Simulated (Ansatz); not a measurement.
`C[SiH2]CBr` + H₂ → `C[SiH3]` + `CBr` at 600 K and 1 bar (hydrogenolysis of the Si–C bond).

Calculated with Ansatz (gas phase, PBE0-D4/def2-TZVP geometries, no zero-point term in ΔE). CCSD(T)/CBS is the MP2 limit (def2-TZVPP, def2-QZVPP) plus CCSD(T) − MP2 in def2-TZVPP, frozen cores. This one scheme is used for every species. For Br outer-core shells are correlated without core-valence functions, which leaves a few kJ/mol of doubt a bond. Scalar relativity is left out up to krypton. Each species was taken in one conformer, which may not be the lowest.

```json
{"species": "`C[SiH2]CBr`", "CCSD(T)/CBS energy (Eh)": "-2942.73033", "H − E (kJ/mol)": "274.1", "S (J/(mol·K))": "436.7"}
{"species": "H₂", "CCSD(T)/CBS energy (Eh)": "-1.17544", "H − E (kJ/mol)": "43.9", "S (J/(mol·K))": "150.8"}
{"species": "`C[SiH3]`", "CCSD(T)/CBS energy (Eh)": "-330.73916", "H − E (kJ/mol)": "199.7", "S (J/(mol·K))": "315.0"}
{"species": "`CBr`", "CCSD(T)/CBS energy (Eh)": "-2613.17401", "H − E (kJ/mol)": "124.2", "S (J/(mol·K))": "281.5"}
```

H − E and S are ideal-gas, rigid-rotor, harmonic terms from PBE0-D4/def2-TZVP, for one conformer and one mirror image of each species. For small species the MP2-based limit differs from directly extrapolated CCSD(T) by up to some mEh (0.8 for H₂); such offsets cancel only in part. 1 Eh = 2625.50 kJ/mol, R = 8.31446 J/(mol·K).

Problem. By hand: ΔE, ΔH, ΔS and ΔG.

Solution. ΔE = (-330.73916) + (-2613.17401) − (-2942.73033) − (-1.17544) = -0.00740 Eh = -19.4 kJ/mol. Δ(H − E) = 199.7 + 124.2 − 274.1 − 43.9 = 5.9, so ΔH = -13.5 kJ/mol. ΔS = 315.0 + 281.5 − 436.7 − 150.8 = 9.0 J/(mol·K). ΔG = -13.5 − 600 × (9.0)/1000 = -18.9 kJ/mol.

Problem. By hand: the equilibrium constant, and the temperature at which ΔG would vanish if ΔH and ΔS stayed fixed.

Solution. log₁₀ K = −ΔG/(RT ln 10) = 1.6. ΔH and −TΔS have one sign here, so there is no such temperature.

TΔS isn't small against ΔH here. A doubt of 5 kJ/mol in ΔE shifts log₁₀ K by 0.4 here. Other conformers and mirror images would add mixing entropy, several J/(mol·K) or more a flexible species. These are equilibria of isolated gas molecules and say nothing of rates. Largest T1 diagnostic: 0.010 (customary marks: 0.02 for closed shells, 0.045 for open ones).

ΔS is within the doubt of such terms, so its sign, and with it that verdict, could turn.
